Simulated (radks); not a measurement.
Results of a calculation; reference values are marked as such.
These are the eigenvalues of the occupied orbitals of an atom or ion with whole-number occupations (hartree). Level of theory: scalar-relativistic Kohn-Sham, SOGGA, spin-unpolarised, spherical densities, finite nucleus; Fermi nuclear charge, rms radius of each element as measured or else 0.836 A^(1/3) + 0.57 fm (a radial shooting solver on a logarithmic mesh with Libxc functionals).

1s: -2552.616
2s: -441.0985
2p: -385.9854
3s: -102.0318
3p: -85.70287
3d: -66.88170
4s: -21.50351
4p: -16.14456
4d: -9.34388
5s: -3.49210
5p: -2.17606
4f: -1.80793
5d: -0.72715

Which element is it, and in what charge state? The configuration may be excited.

Answer. Z = 74, tungsten, charge +2: W2+ in [Xe] 4f14 5d4. The list shows which subshells hold electrons but not how many an open one holds; the 1s level, -2552.6 hartree, gives Z - s = 71.5 by -(Z - s)^2/2, which with screening and relativity narrows Z to a few neighbours, and the depths of the outer levels then fix element, charge and occupations together.
